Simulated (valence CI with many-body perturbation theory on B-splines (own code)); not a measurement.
# Energy levels of Yb49+

Level of theory: configuration interaction combined with many-body perturbation theory (CI+MBPT): three valence electrons over a frozen Dirac-Fock core [Ar], radial functions for each j: 7 s, 7 p, 8 d, 6 f, 4 g, 1 h, with the one-electron correlation potential Σ1, the two-electron term Σ2, the three-electron term Σ3, Breit, model QED; selected CI, second order for the rest, scaled by the run's own slope (own B-spline code, finite nucleus).

The last digits are not significant, and no measured levels were compared; by estimate large intervals hold to a few tenths of a per cent, small ones and those within an open d or f shell to about a per cent. Only levels of the ground parity were solved; by the run's estimate the other parity begins above the list, which can be wrong where configurations are misplaced.

Levels 1 to 19 of 19, with energies above the lowest level, (3d3/2^3) J=3/2. "Leading %" is the weight of the configuration and term that name the level; weights of strongly mixed levels are sums over their largest components and can fall short, so below about 35 % the name and the second component can differ from the true leading terms, or belong to a minority configuration. In the jj column 3d3/2^4 stands for four electrons in 3d with j = 3/2. Lifetimes count E1, E2, E3, M1 and M2 decay at the calculated energies, and are blank where another channel may lead or the interval is too uncertain; long ones can be off by a factor of two.

| No. | Configuration | Term | J | E (eV) | Leading % | Leading jj | Lifetime | g |
| --- | --- | --- | --- | --- | --- | --- | --- | --- |
| 1 | 3d3 | 4F | 3/2 | 0.00 | 46 | 3d3/2^3 (98 %) |  | 0.706 |
| 2 | 3d3 | 4F | 5/2 | 49.00 | 83 | 3d3/2^2 3d5/2 (99 %) | 670 ns | 1.050 |
| 3 | 3d3 | 4P | 3/2 | 55.05 | 38 | 3d3/2^2 3d5/2 (98 %) | 819 ns | 1.177 |
| 4 | 3d3 | 2G | 7/2 | 58.28 | 49 | 3d3/2^2 3d5/2 (96 %) | 177 μs | 1.041 |
| 5 | 3d3 | 2H | 9/2 | 58.51 | 45 | 3d3/2^2 3d5/2 (99 %) |  | 1.039 |
| 6 | 3d3 | 4P | 1/2 | 59.96 | 58 | 3d3/2^2 3d5/2 (100 %) | 2.19 μs | 1.819 |
| 7 | 3d3 | 2D | 5/2 | 81.05 | 41 | 3d3/2^2 3d5/2 (94 %) | 5.45 μs | 1.260 |
| 8 | 3d3 | 4F | 7/2 | 106.32 | 64 | 3d3/2 3d5/2^2 (98 %) | 363 ns | 1.109 |
| 9 | 3d3 | 4F | 9/2 | 110.46 | 51 | 3d3/2 3d5/2^2 (97 %) | 620 ns | 1.131 |
| 10 | 3d3 | 4P | 3/2 | 115.30 | 41 | 3d3/2 3d5/2^2 (99 %) | 298 ns | 1.113 |
| 11 | 3d3 | 2P | 1/2 | 118.01 | 58 | 3d3/2 3d5/2^2 (100 %) | 467 ns | 1.498 |
| 12 | 3d3 | 2H | 11/2 | 119.49 | 100 | 3d3/2 3d5/2^2 (100 %) | 1.53 μs | 1.081 |
| 13 | 3d3 | 2D | 5/2 | 119.96 | 44 | 3d3/2 3d5/2^2 (94 %) | 589 ns | 1.268 |
| 14 | 3d3 | 2F | 5/2 | 127.42 | 43 | 3d3/2 3d5/2^2 (98 %) | 922 ns | 1.099 |
| 15 | 3d3 | 2F | 7/2 | 128.35 | 80 | 3d3/2 3d5/2^2 (98 %) | 1.16 μs | 1.089 |
| 16 | 3d3 | 2D | 3/2 | 146.29 | 75 | 3d3/2 3d5/2^2 (94 %) | 566 ns | 0.909 |
| 17 | 3d3 | 2G | 9/2 | 167.56 | 51 | 3d5/2^3 (98 %) | 303 ns | 1.154 |
| 18 | 3d3 | 2D | 3/2 | 180.95 | 47 | 3d5/2^3 (94 %) | 288 ns | 1.109 |
| 19 | 3d3 | 2D | 5/2 | 190.38 | 60 | 3d5/2^3 (96 %) | 229 ns | 1.158 |

The ionisation energy to 3d2 3F_2 of the next ion comes out as 4365 eV (NIST: 4364 ± 4 eV (theoretical)). All 19 levels together are meant to be complete up to 198.00 eV.
